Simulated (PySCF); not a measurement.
# SMILES C=CC(C#CC)C=C, C$_{8}$H$_{10}$

Molfile (atoms numbered from 1):
```
C8H10
     RDKit          3D

 18 17  0  0  0  0  0  0  0  0999 V2000
    2.6857    0.3117   -0.9069 C   0  0  0  0  0  0  0  0  0  0  0  0
    1.6126   -0.3348   -0.4952 C   0  0  0  0  0  0  0  0  0  0  0  0
    0.4938    0.3044    0.2855 C   0  0  0  0  0  0  0  0  0  0  0  0
   -0.7601    0.1315   -0.4378 C   0  0  0  0  0  0  0  0  0  0  0  0
   -1.7867   -0.0470   -1.0297 C   0  0  0  0  0  0  0  0  0  0  0  0
   -3.0315   -0.2215   -1.7472 C   0  0  0  0  0  0  0  0  0  0  0  0
    0.3841   -0.3485    1.6388 C   0  0  0  0  0  0  0  0  0  0  0  0
    0.5606    0.2889    2.7797 C   0  0  0  0  0  0  0  0  0  0  0  0
    2.8281    1.3620   -0.7091 H   0  0  0  0  0  0  0  0  0  0  0  0
    3.4690   -0.1772   -1.4614 H   0  0  0  0  0  0  0  0  0  0  0  0
    1.4818   -1.3884   -0.7038 H   0  0  0  0  0  0  0  0  0  0  0  0
    0.6926    1.3749    0.4072 H   0  0  0  0  0  0  0  0  0  0  0  0
   -3.8719    0.0381   -1.1036 H   0  0  0  0  0  0  0  0  0  0  0  0
   -3.1389   -1.2576   -2.0674 H   0  0  0  0  0  0  0  0  0  0  0  0
   -3.0471    0.4230   -2.6260 H   0  0  0  0  0  0  0  0  0  0  0  0
    0.1461   -1.4038    1.6209 H   0  0  0  0  0  0  0  0  0  0  0  0
    0.7957    1.3406    2.8138 H   0  0  0  0  0  0  0  0  0  0  0  0
    0.4775   -0.2101    3.7305 H   0  0  0  0  0  0  0  0  0  0  0  0
  1  2  2  0
  2  3  1  0
  3  4  1  0
  4  5  3  0
  5  6  1  0
  3  7  1  0
  7  8  2  0
  1  9  1  0
  1 10  1  0
  2 11  1  0
  3 12  1  0
  6 13  1  0
  6 14  1  0
  6 15  1  0
  7 16  1  0
  8 17  1  0
  8 18  1  0
M  END
```

Method used: GIAO B3LYP/pcSseg-1 magnetisability, rotational g tensor and spin-rotation constants, non-relativistic, gas phase in PySCF 2.14.0. Geometry: GFN2-xTB.

What are the magnetisability and the molar susceptibility?

Isotropic -1214 × 10⁻³⁰ J/T², or -73.1 × 10⁻⁶ cm³/mol; principal values -1433, -1183, -1026 × 10⁻³⁰ J/T², anisotropy 355 × 10⁻³⁰ J/T² (root of half the summed squared differences of the principal values). The susceptibility is in cgs units.

Split it along the inertial axes a, b, c into diamagnetic and paramagnetic parts about the centre of mass, with the quadrupole moment.


```tsv
axis	χ (10⁻⁶ cm³/mol)	diamagnetic (10⁻⁶ cm³/mol)	paramagnetic (10⁻⁶ cm³/mol)	summed x² of all electrons (Å²)	quadrupole Θ (D Å)
a	-85.9	-585.3	499.4	240.1	+4.05
b	-71.2	-1119.6	1048.4	114.2	-3.44
c	-62.2	-1503.3	1441.1	23.8	-0.61
```
Anisotropies 2χaa − χbb − χcc = -38.3 and 2χbb − χaa − χcc = +5.6 × 10⁻⁶ cm³/mol. Θ is traceless in Buckingham's convention.

And the rotational g tensor?


```csv
axis,rotational constant (GHz),g,nuclear part,electronic part
a,2.6091,+0.0002,0.6124,-0.6121
b,1.2256,-0.0058,0.5979,-0.6037
c,0.8836,-0.0086,0.5896,-0.5982
```
Asymmetric top; isotopes 12C, 1H; no vibrational averaging.
